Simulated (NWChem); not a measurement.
Molecule: VNH3O2Cl; SMILES [Cl][V](=[NH])([OH])[OH]

```xyz
8

V      0.0859     0.2443     0.0000
N     -1.4237     0.7905     0.0000
H     -2.4192     0.9996     0.0000
Cl    -0.0187    -1.9578     0.0000
O      0.9089     0.8295     1.4391
H      0.4320     1.3114     2.1323
O      0.9089     0.8295    -1.4391
H      0.4320     1.3114    -2.1323
```
Atoms are numbered in this order, from 1.

All runs use the structure optimised with B3LYP/6-31G* (spherical d). No frequency run checked for a minimum.

Give the principal values of the shielding tensors (ppm) of V1, N2, Cl4, O5 from PBE0/pcSseg-1, GIAO (NWChem), with their diamagnetic and paramagnetic parts as GIAO splits them.


```
atom      σ11      σ22      σ33  isotropic  diamagnetic  paramagnetic
----  -------  -------  -------  ---------  -----------  ------------
V1    -1719.6  -1482.3  -1344.0    -1515.3       1705.3       -3220.6
N2     -498.0   -430.0    174.2     -251.3        328.4        -579.7
Cl4    -125.0    543.4    887.6      435.4       1147.7        -712.4
O5     -679.3    173.7    200.8     -101.6        394.4        -496.0
```
